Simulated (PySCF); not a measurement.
Ge(H)2(F)(OMe) (CH5FGeO), SMILES C[O][GeH2][F]. Atoms are numbered in the order given.

```xyz
9

Ge     0.5531     0.0620    -0.3031
F      0.8606     0.8667     1.2113
O     -0.8868    -0.9282    -0.0966
C     -2.1413    -0.3433     0.1408
H      1.7062    -0.9012    -0.5724
H      0.2948     1.1858    -1.3184
H     -2.2092     0.0896     1.1544
H     -2.3823     0.4537    -0.5887
H     -2.9109    -1.1250     0.0503
```

Geometry: PBE0-D3(BJ)/def2-SVP. Other conformers were not sampled.

These are HF/pcSseg-1 in PySCF values and carry that method's errors.

GIAO shieldings, no solvent; atoms alike by connectivity are averaged. δ = σ(ref) − σ: ⁷³Ge against GeH4 (σ = 1776.1 ppm); ¹⁹F against CFCl3 (σ = 238.5 ppm); ¹⁷O against H2O (σ = 333.0 ppm); ¹³C against TMS (σ = 192.6 ppm); ¹H against TMS (σ = 31.99 ppm), references at their B3LYP-D3(BJ)/def2-TZVP geometries, non-relativistic.

Computed chemical shifts:
```json
[
 {"nucleus": "⁷³Ge", "atoms": "Ge1", "count": "1", "δ (ppm)": "252.8"},
 {"nucleus": "¹⁹F", "atoms": "F2", "count": "1", "δ (ppm)": "-174.6"},
 {"nucleus": "¹⁷O", "atoms": "O3", "count": "1", "δ (ppm)": "-1.6"},
 {"nucleus": "¹³C", "atoms": "C4", "count": "1", "δ (ppm)": "52.2"},
 {"nucleus": "¹H", "atoms": "H5, H6", "count": "2", "δ (ppm)": "5.14"},
 {"nucleus": "¹H", "atoms": "H7, H8, H9", "count": "3", "δ (ppm)": "3.89"}
]
```
